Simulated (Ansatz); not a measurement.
`[CH3][Sn]([F])([F])[SH]` + `CNBF` → `[CH3][Sn]([F])([F])[F]` + `CNBS`  (redistribution)

Isolated molecules relaxed with PBE0-D4/def2-TZVP in Ansatz; ΔE leaves out vibrations. CCSD(T)/CBS is the MP2 limit (def2-TZVPP, def2-QZVPP) plus CCSD(T) − MP2 in def2-TZVPP, frozen cores. This one scheme is used for every species. Functionals use def2-TZVPP. Elements past krypton have def2 core potentials. For Sn outer-core shells are correlated without core-valence functions, which leaves a few kJ/mol of doubt a bond. Each species was taken in one conformer, which may not be the lowest.

```csv
level,ΔE (eV)
revPBE-D4,0.70
CAM-B3LYP,0.83
```

Q: What does CCSD(T)/CBS give? (An estimate is asked.)

A: Computed: +0.79 eV. The listed levels differ from it by -0.09, 0.04 eV.

Q: What do rigid-rotor, harmonic-oscillator terms from PBE0-D4/def2-TZVP frequencies (298.15 K, 1 bar) make of the CCSD(T)/CBS value? (Estimate.)

A: Ansatz gave: ΔZPE = 0.00 eV, ΔH = +0.79 eV, ΔS = -18 J/(mol·K), ΔG = +0.84 eV. Modes under 50 cm⁻¹ make the entropy rough.

Largest T1 diagnostic among the species: 0.014.

From PBE to PBE0 (25 % exact exchange), in def2-TZVPP and without D4, ΔE moves by +0.06 eV. Leaving LDA and LC-ωPBE aside and taking each functional with its dispersion term where it has one, the values, not all of them listed here, spread over 0.21 eV, from revPBE-D4 to BHLYP-D4. LDA lies +0.09 eV from PBE without D4.
